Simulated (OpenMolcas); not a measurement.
# 3d2 ions of rising charge with 6 chloride ligands in octahedral coordination

```yaml
Program: OpenMolcas
Method: SS-CASPT2, IPEA 0.25 Eh, imaginary shift 0.1 Eh
Spin-orbit_coupling: RASSI with atomic mean-field integrals over the reference wave functions
```

The d shell is active; CASPT2 correlates the ligand valence shells and the outer metal core. Anionic complexes are neutralised by point charges behind the ligands. Distances were set from a Shannon-type radius of the metal (high-spin where two are listed) plus a fixed donor radius (Cl 1.76 Å). Ligand basis ANO-RCC-VDZP, DKH2 Hamiltonian. States (labels of O, the rotations of Oh). Energies in cm-1 above the lowest state or level, χT in cm3 K/mol; under a threefold ground state the first gap can be a small split of the lowest multiplet, not the spin-orbit step; 10Dq and B are least-squares fits to the states below 45000 cm-1, weighted by degeneracy, with a free offset, and given where the rms deviation is under 5 % of |10Dq| (or 100 cm-1) and under 700 cm-1. Spin-only χT is S(S+1) / 2 for the spin of the ground state.

```
 Ion  Shell  R (Å)   Metal basis  Outer charge (e at Å behind ligand)  Ground state  First state of that spin   10Dq  B (rms of fit)  First gap with spin-orbit (degeneracies)  χT at 300 K  First state of another spin  Spin-only χT
Ti2+    3d2   2.62  ANO-RCC-VTZP                          0.67 at 2.6           3T1                  3T2 5680                                                         5 (2, 3)        1.121                     1T2 8110         1.000
 V3+    3d2    2.4  ANO-RCC-VDZP                           0.5 at 2.4           3T1                 3T2 11060  12132       727 (256)                                  6 (2, 3)        0.897                     1T2 9680         1.000
Cr4+    3d2   2.31  ANO-RCC-VDZP                          0.33 at 3.2           3T1                 3T2 23490                                                         5 (2, 3)        0.750                     1T2 8760         1.000
```

The rows also differ in their metal basis and outer charges, so part of each step comes from that.

χT departs most from the spin-only value for Cr4+, by -0.250 cm3 K/mol.

Roots that are degenerate in the reference are averaged as groups; the widest CASPT2 spread within a group is 450 cm-1 (the 3-fold group of multiplicity 3 near 5680 cm-1 above the lowest state of its run, Ti2+). Shifts and gaps below about the spread of the groups concerned are not significant. Over all roots computed the reference weight is 0.66 to 0.68 in Ti2+, 0.66 to 0.68 in V3+, 0.60 to 0.63 in Cr4+; a low but even weight reflects the number of correlated electrons. An orbital triplet at a regular site is open to Jahn-Teller coupling, which can distort the site and quench the lowest spin-orbit gaps and is left out. Ligand-to-metal charge-transfer states are missing. With no ligand orbital active B as a rule stays too high, so bands that hang on it stand too high and its fall with covalency is understated. These CASPT2 states fit no ligand-field parameters well, so their order and spin gaps are uncertain (holds for Ti2+; Cr4+). With one d shell and no ligand orbital active, 10Dq can be off by tens of per cent for divalent 3d ions, low with halides held by bare charges and at times high in hosts (holds for Ti2+). Free-ion shares, where given, are those of the reference states; single-state CASPT2 does not remix them (holds for Ti2+). With one d shell and no ligand orbital active, 10Dq can be off by a tenth or more (holds for V3+; Cr4+). The least metal-like active orbital is 71 % on the metal (Löwdin) and no ligand orbital is active, so the numbers are rough (holds for Cr4+). No measured value stands beside these numbers; the geometry is a model, was not optimised and need not be the one that this ion takes.
